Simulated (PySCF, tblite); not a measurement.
Isomers of C7H14F2Si, one GFN2-xTB conformer each. Single-point energies are computed at PBE0/pcSseg-1 (PySCF, gas phase, no added dispersion term), electronic only.

```
                      SMILES  GFN2-xTB relative energy (kcal/mol)
     C=C(C(F)F)[Si@@H](C)CCC                                 17.2
C[C@H](/C=C/[SiH3])CC(C)(F)F                                  0.4
  CC(C)(C)/C(F)=C(\[SiH3])CF                                  0.0
```

Conformers: `[CH2:1]=[C:2]([CH:3]([F:4])[F:5])[Si@@H:6]([CH3:7])[CH2:8][CH2:9][CH3:10]` with C1–C2–C3–F4 18°, C1–C2–Si6–C7 139°, C2–Si6–C8–C9 57°, Si6–C8–C9–C10 -179°; `[CH3:1][C@H:2](/[CH:3]=[CH:4]/[SiH3:5])[CH2:6][C:7]([CH3:8])([F:9])[F:10]` with C1–C2–C3–C4 117°, C1–C2–C6–C7 -70°, C2–C6–C7–C8 -167°; `[CH3:1][C:2]([CH3:3])([CH3:4])/[C:5]([F:6])=[C:7](\[SiH3:8])[CH2:9][F:10]` with C5–C7–C9–F10 158°.

Problem. What does PBE0/pcSseg-1 give for the same structures?

Solution. 
```tsv
SMILES	PBE0/pcSseg-1 E (Eh)	PBE0/pcSseg-1 (kcal/mol)	GFN2-xTB (kcal/mol)	point group
C=C(C(F)F)[Si@@H](C)CCC	-763.64535	0.0	17.2	C1
C[C@H](/C=C/[SiH3])CC(C)(F)F	-763.63339	7.5	0.4	C1
CC(C)(C)/C(F)=C(\[SiH3])CF	-763.61013	22.1	0.0	C1
```

GFN2-xTB puts CC(C)(C)/C(F)=C(\[SiH3])CF lowest instead; measured from each level's own lowest isomer, the values differ by up to 22.1 kcal/mol (CC(C)(C)/C(F)=C(\[SiH3])CF: 0.0 against 22.1). As drawn, the lowest has two fluorines on one carbon, which the highest lacks; the highest has a quaternary carbon, which the lowest lacks.

Problem. Which frontier levels, dipoles and rotational constants go with these structures?

Solution. 
| SMILES | HOMO (eV, PBE0/pcSseg-1) | LUMO (eV) | dipole (D) | A, B, C (MHz) |
| --- | --- | --- | --- | --- |
| C=C(C(F)F)[Si@@H](C)CCC | -7.93 | -0.62 | 1.77 | 1254, 712.2, 609.1 |
| C[C@H](/C=C/[SiH3])CC(C)(F)F | -7.65 | -0.14 | 1.79 | 2456, 408.1, 384.0 |
| CC(C)(C)/C(F)=C(\[SiH3])CF | -7.23 | -0.25 | 2.19 | 1652, 756.8, 595.8 |

Problem. What happens when harmonic zero-point energies from GFN2-xTB frequencies are added?

Solution. 
```tsv
SMILES	ZPE (kcal/mol)	electronic (kcal/mol)	with ZPE (kcal/mol)
C=C(C(F)F)[Si@@H](C)CCC	120.5	0.0	0.0
C[C@H](/C=C/[SiH3])CC(C)(F)F	117.8	7.5	4.9
CC(C)(C)/C(F)=C(\[SiH3])CF	118.5	22.1	20.1
```

The zero-point energies span 2.7 kcal/mol. The order is unchanged.
